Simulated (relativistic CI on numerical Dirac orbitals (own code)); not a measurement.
La: what numerical and physical settings do to a radial Dirac CI calculation

Reference input:

```
atom La  Z=57  charge=0  electrons=57
nucleus A=139  rms_radius_fm=4.8550
hamiltonian dirac-coulomb  breit=on  qed=on  c_scale=1
orbitals kli  potential=per-configuration
slater_scale 1
correlation none
mixing on
grid step=0.0125 r_max=259.4
scf mixing=0.4 start=green max_iterations=150 tolerance=2e-08 node_fill=0.05
configurations
  [Xe] 5d 6s2
  [Xe] 5d2 6s
  [Xe] 5d3
  [Xe] 5d 6s 6p
  [Xe] 5d2 6p
end
```

Computed lowest total energy -8482.04550 Ha, first excitation 757.7 cm⁻¹, 61 SCF steps. Runs with settings changed; * marks those that are bad on purpose:

```csv
Changed,Outcome,Lowest level,ΔE (Ha),First excitation (cm⁻¹),SCF steps,Message
"QED terms off, Breit term off",converged,5d6s² ²D3/2,-11.6,793.3,61,
end of the grid at 778.2 bohr,converged,5d6s² ²D3/2,-9.09e-12,757.7,61,
"Breit term off, QED terms off, iteration limit 20",converged,5d6s² ²D3/2,-11.6,793.3,61,
"SCF mixing 0.2, Slater scale 1.2",converged,5d6s² ²D3/2,-0.00617,728.4,72,
configuration list: overfill *,refused,,,,0,configuration [Xe] 6s3: a shell holds more than 4l+2 electrons
end of the grid at 7.78 bohr *,not converged,,,,1,SCF of 1s2 2s2 2p6 3s2 3p6 3d10 4s2 4p6 4d10 5s2 5p6 5d 6s2 stopped: an orbital could not be found
```

With so few configurations and no correlation, terms lie too far apart (by 10 to 50 % near neutrality), their order can be wrong, and levels of other configurations are missing.
